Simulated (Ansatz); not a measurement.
The cluster Rb2F3, relaxed as a doublet with UKS PBE0-D4/def2-SVP in Ansatz, starting from the GFN1-xTB geometry. Force threshold 0.02 eV/Å.

In the def2 sets Rb takes a core potential; there is no spin–orbit coupling. In the doublet, F4 and F5 lie 1.95 Å apart (atoms count from 1), so these atoms are partly bonded to each other. The structure comes from a short search, and lower isomers may exist.

Start:

Cartesian coordinates in Å:
```
Rb -0.631 1.367 -1.150
Rb 0.617 -1.373 1.135
F -1.500 -0.899 -0.324
F 0.047 1.117 1.345
F 1.466 -0.212 -1.006
```

```tsv
step	energy (eV)	largest force component (eV/Å)	SCF passes
1	-9449.1389	0.109	75
2	-9449.1398	0.145	83
3	-9449.1479	0.039	77
4	-9449.1526	0.052	81
5	-9449.1609	0.077	79
6	-9449.1814	0.157	84
7	-9449.3235	0.481	144
8	-9449.4549	0.583	75
9	-9449.6161	0.585	57
10	-9449.8548	0.177	39
11	-9449.8568	0.161	41
12	-9449.8622	0.096	41
13	-9449.8681	0.023	40
14	-9449.8696	0.003	41
```

Force components are those of the run's own axes.

End:

| atom | x (Å) | y (Å) | z (Å) |
| --- | --- | --- | --- |
| Rb1 | -0.874 | 1.198 | -1.190 |
| Rb2 | 0.328 | -1.536 | 1.071 |
| F3 | -1.628 | -1.007 | -0.352 |
| F4 | 0.652 | 1.108 | 0.993 |
| F5 | 1.522 | 0.237 | -0.523 |

By distances, no bond broke or formed. The bond that changes most is Rb2–F3, from 2.61 to 2.48 Å (atoms count from 1). A close non-bonded pair moves further: F4–F5, from 3.05 to 1.95 Å.

No frequencies were taken in this run, so the end may be a saddle point.

Run time 48 s (4 threads of Arm Neoverse V2 on a shared host).
